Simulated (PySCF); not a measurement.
cyclotrisilazane (H$_{9}$N$_{3}$Si$_{3}$), singlet, at a GFN2-xTB geometry; BLYP/def2-SV(P) in PySCF.

Here is a job for PySCF.
```python
from pyscf import gto, scf, dft

mol = gto.M(
    atom='''
Si    1.68054828   -0.42496743   -0.52596035
N     0.50290150   -1.52832577    0.08377091
Si   -1.17562112   -1.31026230    0.41701362
N    -1.46043566    0.38486470    0.56260467
Si   -0.54839632    1.72369318   -0.03026477
N     1.06095760    1.17105307   -0.31418280
H     1.94000099   -0.68910961   -1.95384163
H     2.91193934   -0.56300900    0.26448031
H     0.81666462   -2.48200359    0.13740011
H    -1.99276343   -1.88246088   -0.66962470
H    -1.49030681   -1.94902435    1.70231783
H    -2.36797339    0.62547217    0.92202770
H    -0.51609892    2.76332656    1.00760337
H    -1.13988836    2.24298984   -1.27781588
H     1.72303017    1.90218647   -0.50893551
''',
    basis='def2-sv(p)',
    verbose=4,
)

mf = dft.RKS(mol)
mf.xc = 'blyp'
mf.kernel()
```

What the program printed (banner, timings and long lists left out):

```
PySCF version 2.14.0

[INPUT] verbose = 4
[INPUT] num. atoms = 15
[INPUT] num. electrons = 72
[INPUT] charge = 0
[INPUT] spin (= nelec alpha-beta = 2S) = 0
[INPUT] symmetry False subgroup None
[INPUT] Mole.unit = angstrom
[INPUT] Symbol           X                Y                Z      unit          X                Y                Z       unit  Magmom
[INPUT]  1 Si     1.680548280000  -0.424967430000  -0.525960350000 AA    3.175775988309  -0.803072054560  -0.993921013880 Bohr   0.0
[INPUT]  2 N      0.502901500000  -1.528325770000   0.083770910000 AA    0.950346102633  -2.888117134415   0.158304077106 Bohr   0.0
[INPUT]  3 Si    -1.175621120000  -1.310262300000   0.417013620000 AA   -2.221601943054  -2.476036898343   0.788041532013 Bohr   0.0
[INPUT]  4 N     -1.460435660000   0.384864700000   0.562604670000 AA   -2.759823419948   0.727288878013   1.063168742701 Bohr   0.0
[INPUT]  5 Si    -0.548396320000   1.723693180000  -0.030264770000 AA   -1.036318852519   3.257308032981  -0.057192126523 Bohr   0.0
[INPUT]  6 N      1.060957600000   1.171053070000  -0.314182800000 AA    2.004919293776   2.212969579631  -0.593719445049 Bohr   0.0
[INPUT]  7 H      1.940000990000  -0.689109610000  -1.953841630000 AA    3.666070552485  -1.302228432706  -3.692225571474 Bohr   0.0
[INPUT]  8 H      2.911939340000  -0.563009000000   0.264480310000 AA    5.502767843947  -1.063932815665   0.499795351240 Bohr   0.0
[INPUT]  9 H      0.816664620000  -2.482003590000   0.137400110000 AA    1.543272467422  -4.690307025287   0.259648577385 Bohr   0.0
[INPUT] 10 H     -1.992763430000  -1.882460880000  -0.669624700000 AA   -3.765777113749  -3.557335503408  -1.265407289244 Bohr   0.0
[INPUT] 11 H     -1.490306810000  -1.949024350000   1.702317830000 AA   -2.816271712474  -3.683122231608   3.216914475664 Bohr   0.0
[INPUT] 12 H     -2.367973390000   0.625472170000   0.922027700000 AA   -4.474821177358   1.181971099837   1.742379832263 Bohr   0.0
[INPUT] 13 H     -0.516098920000   2.763326560000   1.007603370000 AA   -0.975285611984   5.221930391137   1.904094411489 Bohr   0.0
[INPUT] 14 H     -1.139888360000   2.242989840000  -1.277815880000 AA   -2.154076812980   4.238636497782  -2.414722050820 Bohr   0.0
[INPUT] 15 H      1.723030170000   1.902186470000  -0.508935510000 AA    3.256055125663   3.594611466153  -0.961748728966 Bohr   0.0

nuclear repulsion = 473.51999443249
number of shells = 60
number of NR pGTOs = 216
number of NR cGTOs = 114
basis = def2-sv(p)
ecp = {}

******** <class 'pyscf.dft.rks.RKS'> ********
method = RKS
initial guess = minao
damping factor = 0
level_shift factor = 0
DIIS = <class 'pyscf.scf.diis.CDIIS'>
diis_start_cycle = 1
diis_space = 8
diis_damp = 0
SCF conv_tol = 1e-09
SCF conv_tol_grad = None
SCF max_cycles = 50
direct_scf = True
direct_scf_tol = 1e-13
XC library pyscf.dft.libxc version 7.1.2
    S. Lehtola, C. Steigemann, M. J. T. Oliveira, and M. A. L. Marques,  SoftwareX 7, 1–5 (2018)
XC functionals = blyp
    A. D. Becke,  Phys. Rev. A 38, 3098 (1988)
    C. Lee, W. Yang, and R. G. Parr,  Phys. Rev. B 37, 785 (1988)
    B. Miehlich, A. Savin, H. Stoll, and H. Preuss,  Chem. Phys. Lett. 157, 200 (1989)
radial grids:
    Treutler-Ahlrichs [JCP 102, 346 (1995); DOI:10.1063/1.469408] (M4) radial grids

becke partition: Becke, JCP 88, 2547 (1988); DOI:10.1063/1.454033
pruning grids: <function nwchem_prune>
grids dens level: 3
symmetrized grids: False
atomic radii adjust function: <function treutler_atomic_radii_adjust>
small_rho_cutoff = 0
Set gradient conv threshold to 3.16228e-05
Initial guess from minao.
tot grids = 187520
init E= -1038.22591940601
  HOMO = -0.292244497305527  LUMO = -0.0304371778340577  gap/eV = 7.12414
cycle= 1 E= -1037.55880920263  delta_E= 0.667  |g|= 0.977  |ddm|= 3.89
  HOMO = -0.0691391077505348  LUMO = 0.0454586488551781  gap/eV = 3.11836
cycle= 2 E= -1036.95388929267  delta_E= 0.605  |g|= 1.86  |ddm|= 2.94
  HOMO = -0.203557014130924  LUMO = 0.0054891712055329  gap/eV = 5.68844
cycle= 3 E= -1037.76154029927  delta_E= -0.808  |g|= 0.115  |ddm|= 2.28
  HOMO = -0.198960314971429  LUMO = 0.011431225473996  gap/eV = 5.72505
cycle= 4 E= -1037.76582154017  delta_E= -0.00428  |g|= 0.0272  |ddm|= 0.241
  HOMO = -0.201050389528966  LUMO = 0.00929200474418553  gap/eV = 5.72371
cycle= 5 E= -1037.76606823903  delta_E= -0.000247  |g|= 0.00756  |ddm|= 0.0554
  HOMO = -0.200441837359891  LUMO = 0.0096080849126216  gap/eV = 5.71575
cycle= 6 E= -1037.76608507888  delta_E= -1.68e-05  |g|= 0.00178  |ddm|= 0.0111
  HOMO = -0.200399865447273  LUMO = 0.00967975781361163  gap/eV = 5.71656
cycle= 7 E= -1037.76608572628  delta_E= -6.47e-07  |g|= 0.000779  |ddm|= 0.00245
  HOMO = -0.200401545523486  LUMO = 0.00968476180674138  gap/eV = 5.71674
cycle= 8 E= -1037.76608586102  delta_E= -1.35e-07  |g|= 9.85e-05  |ddm|= 0.000837
  HOMO = -0.200405354037889  LUMO = 0.00968055090447669  gap/eV = 5.71673
cycle= 9 E= -1037.76608586405  delta_E= -3.03e-09  |g|= 1.76e-05  |ddm|= 0.000187
  HOMO = -0.20040700543094  LUMO = 0.00967912633795854  gap/eV = 5.71673
cycle= 10 E= -1037.76608586415  delta_E= -1.04e-10  |g|= 2.67e-06  |ddm|= 3.94e-05
  HOMO = -0.200407299262554  LUMO = 0.0096789745880987  gap/eV = 5.71674
Extra cycle  E= -1037.76608586414  delta_E= 6.37e-12  |g|= 3.22e-06  |ddm|= 1.13e-05
converged SCF energy = -1037.76608586414
```
